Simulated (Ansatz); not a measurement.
Species: sum formula BN$_{2}$H$_{4}$Cl (charge 0, singlet). 
Coordinates optimised at B3LYP-D3(BJ)/def2-TZVP (Ansatz, a quantum-chemistry and plane-wave program):
SMILES: NB(N)Cl
```xyz
8

B      0.0377    -0.3799     0.2317
Cl    -0.1142     1.1521    -0.7027
N      1.3276    -0.9079     0.4162
N     -1.1419    -0.9641     0.7256
H      1.5145    -1.7558     0.9220
H      2.1444    -0.4576     0.0458
H     -1.1603    -1.8167     1.2571
H     -2.0442    -0.5528     0.5705
```
Charge 0, spin multiplicity 1.

Computed values are from Ansatz. Correlated levels leave the core frozen unless marked. UHF or UKS for open shells. Spin-orbit coupling is left out. Non-relativistic. CBS(X,Y): correlation extrapolated as X^-3; Hartree-Fock from the larger set.

Question: What is the dipole moment at CCSD(T)/aug-cc-pV(D+d)Z?

Answer: 2.82 D.

Question: What is the T1 diagnostic at CCSD/cc-pV(Q+d)Z?

Answer: 0.010.

Question: What is the atomisation energy De at CCSD(T)/CBS(cc-pV(T+d)Z,cc-pV(Q+d)Z)?

Answer: 3004.8 kJ/mol.

Question: What is the total energy at CCSD(T)/CBS(cc-pV(T+d)Z,cc-pV(Q+d)Z)?

Answer: -596.5135 Eh.
